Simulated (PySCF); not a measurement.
C₃H₄F₂Si, SMILES C#CC(F)(F)[SiH3].

Geometry optimised at PBE0-D3(BJ)/def2-SVP. This is a generated structure with no PubChem entry under its InChIKey; it may be hypothetical.

Two levels are set side by side: PBE/def2-TZVP (PySCF) and PBE0/def2-TZVP (PySCF). Same geometry, gas phase. Differences are taken from unrounded values.

| quantity | PBE |
|---|---|
| orbital gap (eV) | 5.76 |
| highest occupied level (eV) | -7.10 |
| lowest empty level (eV) | -1.34 |
| dipole moment (D) | 2.01 |
| mean polarisability (bohr³) | 63.7 |

### Question
These are the PBE values. What does PBE0 give? (An estimate is asked for; the answer gives what the named calculation found.)

### Answer

| quantity | PBE0 | PBE minus PBE0 |
|---|---|---|
| orbital gap (eV) | 8.00 | -2.25 |
| highest occupied level (eV) | -8.38 | 1.28 |
| lowest empty level (eV) | -0.37 | -0.97 |
| dipole moment (D) | 2.20 | -0.18 |
| mean polarisability (bohr³) | 61.1 | 2.6 |

Without exact exchange PBE keeps part of each electron's self-repulsion, which lifts occupied levels and narrows the gap. PBE's more diffuse valence density responds more strongly to a field. Differences between two approximate levels are no errors against the true value.

Rough cost on one machine, each run with all the roots and properties that it gave: PBE0 against PBE within a factor of 2.
